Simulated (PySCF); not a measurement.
# Electron correlation in Be (beryllium, neutral)

[He] 2s2, closed-shell 1S. Computed with PySCF 2.14 in aug-cc-pCVTZ-DK with one added diffuse shell each of s, p, d, f type (8s7p5d3f, 75 functions), with the spin-free X2C one-electron Hamiltonian (Gaussian nucleus). Frozen: 1s2; 2 electrons correlated.

With two correlated electrons CCSD is exact within the correlated space (frozen core and kept virtual orbitals).

```tsv
level	correlation energy (mhartree)
CCSD	-45.79
```

Diagnostics: T1 = 0.021, D1 = 0.0302, largest double amplitude 0.117.

Q: Is a single reference adequate?

A: Mostly. T1 lies below 0.03, but a double amplitude of this size points to a near-degeneracy that CCSD handles and MP2 describes poorly.
